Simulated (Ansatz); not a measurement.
C3H8OSi (`O[SiH]1CCC1`). The species carries charge 0 and has multiplicity 1. All single points use the PBE0-D4/def2-TZVP geometry. It is one conformer, not always the lowest.

```xyz
13

O     1.254   -1.443    1.547
Si    0.883   -0.389    0.337
C    -0.275    1.044    0.667
C    -0.881    0.716   -0.728
C    -0.500   -0.786   -0.860
H     2.176   -1.668    1.672
H     2.147    0.024   -0.345
H     0.080    2.062    0.819
H    -0.985    0.795    1.460
H    -0.375    1.300   -1.502
H    -1.950    0.920   -0.814
H    -1.257   -1.416   -0.385
H    -0.316   -1.158   -1.868
```

(1) What is the dipole moment at B3LYP/def2-TZVPP? (Best estimate.)

(2) And with PBE, r2SCAN, ωB97M-V? (An estimate is asked.)

(3) Give the Mulliken charges with B3LYP, PBE, r2SCAN in def2-TZVPP. (Best estimate.)

## Answers

(1) Computed: 0.86 D, with components (0.82, 0.10, -0.25) D in this frame, pointing from negative to positive charge.

(2) Computed: PBE 0.76 D, r2SCAN 0.80 D, ωB97M-V 0.87 D.

(3) Ansatz gave: 
| atom | B3LYP | PBE | r2SCAN |
| --- | --- | --- | --- |
| O1 | -0.41 | -0.36 | -0.43 |
| Si2 | 0.53 | 0.42 | 0.53 |
| C3 | -0.26 | -0.23 | -0.22 |
| C4 | -0.13 | -0.11 | -0.02 |
| C5 | -0.26 | -0.23 | -0.22 |
| H6 | 0.19 | 0.19 | 0.20 |
| H7 | -0.13 | -0.12 | -0.13 |
| H8 | 0.08 | 0.07 | 0.05 |
| H9 | 0.08 | 0.08 | 0.06 |
| H10 | 0.08 | 0.08 | 0.04 |
| H11 | 0.08 | 0.07 | 0.03 |
| H12 | 0.08 | 0.08 | 0.06 |
| H13 | 0.08 | 0.07 | 0.05 |

B3LYP here is the variant with VWN-RPA as its local correlation; programs differ in this.
